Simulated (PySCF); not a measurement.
A PySCF script (with the pyscf-properties extension) for the NMR shieldings of `CC[C@H](C)S(=O)(=O)Cl`, C4H9ClO2S, on a GFN2-xTB geometry:

```python
import basis_set_exchange as bse
import numpy as np
from pyscf import gto, dft
from pyscf.prop import nmr

atoms = """
C     2.010879    0.584268   -0.374370
C     0.850923   -0.382851   -0.581359
C    -0.197684   -0.283676    0.505410
C    -1.203396   -1.408399    0.528453
S    -1.182076    1.230431    0.247282
O    -2.262757    1.276239    1.180274
O    -0.378322    2.401602    0.099224
Cl   -2.024741    0.893348   -1.581198
H     2.539700    0.358087    0.549180
H     2.714812    0.502631   -1.198453
H     1.649352    1.606776   -0.326875
H     1.231938   -1.407979   -0.605101
H     0.372893   -0.188514   -1.544026
H     0.242766   -0.110389    1.487524
H    -0.747591   -2.325961    0.895966
H    -2.033162   -1.144537    1.180350
H    -1.590531   -1.589046   -0.472190
"""
names = dict.fromkeys(["C", "S", "O", "Cl", "H"], "pcSseg-1")
basis = {el: gto.basis.parse(bse.get_basis(n, elements=[el], fmt="nwchem")) for el, n in names.items()}
mol = gto.M(atom=atoms, basis=basis, charge=0, verbose=0)
mf = dft.RKS(mol, xc="PBE0")
mf.grids.level = 2
mf.grids.alignment = dft.numint.BLKSIZE   # the property module wants whole blocks of grid points
mf.conv_tol = 1e-9
mf.kernel()

calc = nmr.RKS(mf)   # GIAO
C = mf.mo_coeff
Co = C[:, mf.mo_occ > 0]
resp = mf.gen_response(singlet=True, hermi=2)
def vind(x):   # induced exchange potential for any number of trial vectors
    d = np.einsum("pi,xij,qj->xpq", C, 2 * x.reshape(-1, C.shape[1], Co.shape[1]), Co, optimize=True)
    return np.einsum("xpq,pi,qj->xij", resp(d - d.transpose(0, 2, 1)), C, Co, optimize=True).ravel()
mo1, _ = nmr.rhf.solve_mo1(calc, with_cphf=vind)
sigma = calc.kernel(mo1)
for i, s in enumerate(sigma):   # ppm
    w = np.linalg.eigvalsh((s + s.T) / 2)
    print("%2d %-2s iso %8.1f  s11 %8.1f  s22 %8.1f  s33 %8.1f" % (i, mol.atom_pure_symbol(i), w.mean(), *w))
```

**Question.** What does it print?

**Answer.** 
```
 0 C  iso    172.6  s11    159.4  s22    169.8  s33    188.6
 1 C  iso    159.3  s11    146.7  s22    155.0  s33    176.1
 2 C  iso    108.9  s11     85.3  s22     93.7  s33    147.7
 3 C  iso    168.5  s11    154.6  s22    162.9  s33    187.9
 4 S  iso    123.7  s11      3.7  s22    107.9  s33    259.6
 5 O  iso     28.3  s11    -44.2  s22     -4.0  s33    132.9
 6 O  iso     24.8  s11    -43.6  s22     -6.8  s33    124.7
 7 Cl iso    451.9  s11    100.3  s22    240.6  s33   1014.7
 8 H  iso     30.9  s11     26.7  s22     28.5  s33     37.7
 9 H  iso     30.7  s11     25.9  s22     27.5  s33     38.7
10 H  iso     29.2  s11     22.5  s22     30.7  s33     34.5
11 H  iso     30.1  s11     24.1  s22     30.1  s33     36.1
12 H  iso     29.7  s11     25.6  s22     30.1  s33     33.2
13 H  iso     28.9  s11     26.1  s22     29.0  s33     31.5
14 H  iso     30.4  s11     25.8  s22     27.6  s33     37.9
15 H  iso     29.6  s11     24.2  s22     28.8  s33     35.8
16 H  iso     30.3  s11     26.3  s22     30.3  s33     34.2
```

These numbers come from an equivalent density-fitted implementation of the same equations, which agrees with the script to about 0.01 ppm for H and up to a few tenths of a ppm for heavy atoms, so last digits may differ.

**Question.** Turn these shieldings into chemical shifts. References, each an isolated molecule treated in the same way: TMS for ¹³C (σ = 186.93 ppm), ¹H (σ = 31.72 ppm); ³³S (σ = 503.73 ppm) vs CS2; ¹⁷O (σ = 336.08 ppm) against H2O; ³⁵Cl (σ = 949.78 ppm) against HCl.

**Answer.** Averaging equivalent atoms: C 2: 78.0; C 1: 27.7; C 3: 18.4; C 0: 14.3; S 4: 380; O 6: 311.3; O 5: 307.8; Cl 7: 498; H 13: 2.84; H 12: 2.06; H 14/15/16: 1.61; H 11: 1.60; H 8/9/10: 1.42 ppm. Unscaled 17O shifts of doubly bonded oxygen tend to come out too high, by tens of ppm or more. Experimental scales use liquid or dissolved standards, which lie at an offset from isolated H2O (liquid H2O: subtract about 36 ppm).

Size and cost of the density-fitted run: 195 basis functions, 33 s wall time on 1 thread of an Arm Neoverse V2, shared host; peak memory 0.86 GiB.
